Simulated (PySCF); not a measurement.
GeI₄ (SMILES [I][Ge]([I])([I])[I]), singlet, at a GFN2-xTB geometry (core potentials on I).

Here is a job for PySCF.
```python
from pyscf import gto, scf, dft

mol = gto.Mole()
mol.atom = '''
    I    -0.93737717    2.25630829   -0.76722226
    Ge   -0.00000000   -0.00000000    0.00000000
    I    -1.74843862   -1.82920992   -0.39393718
    I     0.56773246    0.11521228    2.49452181
    I     2.11808334   -0.54231065   -1.33336237
'''
mol.basis = 'def2-svp'
mol.ecp = {'I': 'def2-svp'}
mol.verbose = 4
mol.build()

mf = dft.RKS(mol)
mf.xc = 'blyp'
mf.disp = 'd4'
mf = mf.density_fit(auxbasis='def2-universal-jkfit')
mf.kernel()
mf.analyze()
```

What HOMO-LUMO gap does DF-BLYP-D4/def2-SVP (PySCF) give?

2.06 eV

Predict the HOMO energy from DF-BLYP-D4/def2-SVP.

-6.34 eV

What total energy does DF-BLYP-D4/def2-SVP give?

-3267.5627 Eh

Estimate the nuclear repulsion energy that DF-BLYP-D4/def2-SVP returns for this input.

1135.7579 Eh

Predict the number of basis functions from DF-BLYP-D4/def2-SVP.

136

What is the computed dipole moment (DF-BLYP-D4/def2-SVP)?

0.00 D

Roughly what does it cost on one core?

very roughly 40 core-seconds.
